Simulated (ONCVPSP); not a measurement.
# Before and after: ONCV potential for ytterbium (Yb)

```json
{"Element": "ytterbium (Yb)", "Generator": "ONCVPSP 4.0.1", "Type": "optimised norm-conserving Vanderbilt (ONCV)", "Functional": "LDA (Perdew-Wang 92)", "Relativity": "scalar-relativistic", "Frozen core": "[Kr] 4d10 4f13", "Valence charge": "11", "Reference configuration": "5s2 5p6 5d1 6s2", "Partial waves": "5s+6s: rc 1.60 bohr, ncon 4, nbas 8, qcut 6.6 1/bohr, 3 projectors, debl 1.8 Ha; 5p: rc 1.75 bohr, ncon 3, nbas 6, qcut 9.7 1/bohr, 2 projectors, debl 1.1 Ha; 5d: rc 3.30 bohr, ncon 3, nbas 8, qcut 5.3 1/bohr, 1 projector", "Local potential": "polynomial inside 1.05 bohr (lpopt 5, dvloc0 1 Ha)", "Core correction": "Teter function, fcfact 5.5, rcfact 1.05"}
```

In the p channel the program set the typed energies aside and used -1.145, 0.250 Ha.

Change: functional PBE. In the p channel the program set the typed energies aside and used -1.140, 0.250 Ha.

Cutoffs: the cutoffs (Ha) at which the residual kinetic energy of the hardest occupied pseudo-wave falls to 1 and 0.1 mHa per electron; they do not see the model core or the augmentation charge, which bear on the density cutoff. Errors are all-electron minus pseudo energies relative to the spin-unpolarised reference configuration.

Question: Predict the effect on cutoff, ghosts and configuration errors.

Answer: The potential gets neither clearly harder nor softer (24 Ha and 29 Ha → 24 Ha and 29 Ha); of the 3 tests that both files solve, the error grows in 2 and shrinks in 0 by more than 15 % and 0.3 meV (median size 0.2 → 2.0 meV); neither file shows a bound ghost.

```csv
quantity,base,changed
"cutoff, loose",24 Ha,24 Ha
"cutoff, tight",29 Ha,29 Ha
loose cutoff by channel,"s 18 Ha, p 24 Ha, d 7.9 Ha","s 18 Ha, p 24 Ha, d 7.9 Ha"
bound ghosts,none,none
GHOST(+) flags under 300 eV,"s at 127.6 eV, p at 241.4 eV","s at 129.9 eV, p at 241.5 eV"
"tests counted as reliable (solved cleanly; for ONCVPSP, near-neutral configurations with less than one 5d electron left out)",3 of 4,3 of 4
"error for 5s2 5p6 5d1 6s1, meV [ΔE 7.46 → 7.26 eV]",0.0,+2.0
"error for 5s2 5p6 5d1 6s0, meV [ΔE 20.85 → 20.36 eV]",+7.2,+22
"error for 5s2 5p6 5d1 6s1.5, meV [ΔE 3.03 → 2.94 eV]",-0.2,+0.1
s: phases at 1.63 bohr within 0.05 rad from the reference energy up to (Ha; the scan ends near 5),to the end of the scan,4.8
p: phases at 1.78 bohr within 0.05 rad from the reference energy up to (Ha; the scan ends near 5),to the end of the scan,to the end of the scan
d: phases at 3.35 bohr within 0.05 rad from the reference energy up to (Ha; the scan ends near 5),0.5,0.6
"rms error of d²Exc/dni dnj with the model core, mHa",4.24,3.47
```
